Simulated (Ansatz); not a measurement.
Start from `[Cl][Hf]([Cl])([Cl])[c]1ccccc1` and change one atom or group to get `[SnH3][c]1ccccc1`.

Ansatz, PBE0-D4/def2-TZVP geometries, multiplicity 1. Each molecule was computed in one conformer, which needn't be the lowest.

Elements past krypton have def2 core potentials.

```tsv
property	`[Cl][Hf]([Cl])([Cl])[c]1ccccc1`
HOMO energy (ωB97M-V/def2-TZVPP) / eV	-9.79
HOMO energy (PBE/def2-TZVPP) / eV	-6.75
LUMO energy (PBE0/def2-TZVPP) / eV	-2.13
HOMO energy (B3LYP/def2-TZVPP) / eV	-7.50
HOMO–LUMO gap (PBE/def2-TZVPP) / eV	3.86
LUMO energy (B3LYP/def2-TZVPP) / eV	-2.29
```

(1) Give the same properties after the change, and the shifts. (An estimate is asked.)

Answers

(1) Computed: 
```
                             property  `[SnH3][c]1ccccc1`  shift
HOMO energy (ωB97M-V/def2-TZVPP) / eV               -9.43   0.36
    HOMO energy (PBE/def2-TZVPP) / eV               -6.41   0.34
   LUMO energy (PBE0/def2-TZVPP) / eV               -0.55   1.58
  HOMO energy (B3LYP/def2-TZVPP) / eV               -7.15   0.35
  HOMO–LUMO gap (PBE/def2-TZVPP) / eV                4.96   1.10
  LUMO energy (B3LYP/def2-TZVPP) / eV               -0.73   1.56
```

With PBE0 the HOMO rises by 0.36 eV and the LUMO rises by 1.58 eV, so the gap widens by about 1.22 eV. PBE moves the HOMO by 0.34 eV and ωB97M-V by 0.36 eV.

Positive LUMOs are unbound, so they and the gaps depend on the basis.

B3LYP here is the variant with VWN-RPA as its local correlation; programs differ in this.
